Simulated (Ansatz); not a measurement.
Program: Ansatz. Geometries: PBE0-D4/def2-TZVP. ΔE: electronic, gas phase. CCSD(T)/CBS adds triple-zeta CCSD(T) − MP2 to the extrapolated MP2 energy (def2 sets, frozen cores). DFT in def2-TZVPP. B3LYP here is the variant with VWN-RPA as its local correlation; programs differ in this. For Br, Ge outer-core shells are correlated without core-valence functions, which leaves a few kJ/mol of doubt a bond. Scalar relativity is left out up to krypton. Each species was taken in one conformer, which may not be the lowest.

Consider the ligand exchange at the Si–Br bond: `F[Si](F)(Cl)Br` + `[NH2][GeH2][Cl]` → `F[Si](F)(Cl)[NH][GeH2][Cl]` + HBr.

`F[Si](F)(Cl)Br`:

Z-matrix (Å, degrees):
```
Si
F 1 1.572
Cl 1 2.009 2 109.1
Br 1 2.171 2 109.4 3 -123.0
F 1 1.572 2 107.6 3 118.2
```

`[NH2][GeH2][Cl]`:

Z-matrix (Å, degrees):
```
Ge
Cl 1 2.176
N 1 1.818 2 112.8
H 1 1.530 2 105.8 3 -118.7
H 1 1.530 2 105.8 3 118.7
H 3 1.010 1 115.0 2 -64.0
H 3 1.010 1 115.0 2 64.0
```

`F[Si](F)(Cl)[NH][GeH2][Cl]`:

Cartesian coordinates in Å:
```
F -1.129 0.968 -2.296
Si -0.084 0.030 -1.575
F 0.043 -1.230 -2.518
Cl 1.713 0.946 -1.494
N -0.590 -0.383 -0.022
Ge 0.262 -0.144 1.585
Cl 0.069 1.909 2.204
H -1.557 -0.662 0.071
H 1.751 -0.434 1.429
H -0.479 -0.999 2.615
```

HBr:

Cartesian coordinates in Å:
```
Br -0.270 0.072 0.653
H 0.270 -0.072 -0.653
```

CCSD(T)/CBS gives +0.06 eV.

Question: Another level gave -0.01 eV. Which?
A. ωB97X-V/def2-TZVPP
B. PBE/def2-TZVPP
C. CCSD/def2-TZVPP
D. B3LYP/def2-TZVPP

Answer: C. CCSD/def2-TZVPP -0.01, ωB97X-V 0.06, PBE 0.21, B3LYP 0.13 eV.

Largest T1 diagnostic among the species: 0.011.

From PBE to PBE0 (25 % exact exchange), in def2-TZVPP and without D4, ΔE moves by −0.05 eV. The D4 term adds −0.10 eV with B3LYP and −0.06 eV with PBE0; it sums over pairs of atoms, weighted by their polarisabilities, and B3LYP, whose exchange is more repulsive, gets the larger term.
